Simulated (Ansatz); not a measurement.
Job for Ansatz (a quantum-chemistry and plane-wave program): R-CCSD(T)/aug-cc-pVTZ on H2 (SMILES [H][H]) with ghost functions.

Ansatz 0.2 input:
```yaml
crystal:
  periodic: [false, false, false]
  atoms:
    - {symbol: H, position_ang: [0.01918998, 0.21921854, -0.28211616]}
    - {symbol: H, position_ang: [0.18702023, -0.10958982, -0.92801742]}
basis:
  gaussian:
    orbitals: aug-cc-pVTZ
    ghost_atoms:
      - {symbol: H, position_ang: [-0.22628332, 0.23400342, 3.00453646]}
      - {symbol: H, position_ang: [0.02007311, -0.34363215, 2.60559713]}
magnetization: {spin_polarized: false}
correlation: {method: ccsd_t, electrons: outside_noble_gas}
scf: {lower_state_search: off}
```

The head of its log:

```
WARN ansatz: RAYON_NUM_THREADS=1 ignored (pool sized by the plan → 1); use --threads N
Functional definition: HF
these checks for a lower state are left out or cut short: stability, starts, cluster_reference, orbital_swaps, neighbouring_geometries, increment
integrals: 0.08 GiB planned
474 factors; integrals over basis functions are off by at most 9.0e-4 eV
mean field: 0.08 GiB planned
mean field evaluation 1: about -30.7401 eV, gradient 3.6e0 eV
mean field evaluation 2: about -30.7400 eV, gradient 3.6e0 eV
mean field evaluation 4: about -30.8304 eV, gradient 6.7e-2 eV
mean field evaluation 8: about -30.8304 eV, gradient 1.6e-7 eV
mean field -30.83039183 eV, -1.1329960022 hartree, gradient 1.6e-7 eV, S^2 0.000000; 0 other end points of the search recorded, 0 dependent functions left out
reference -30.83039183 eV, -1.1329960022 hartree; 1, 1 occupied and 91, 91 virtual orbitals, 474 factors
```

Problem. Predict the final total energy.

Solution. -1.1726 hartree (reference determinant -1.1330, T1 diagnostic 0.005).
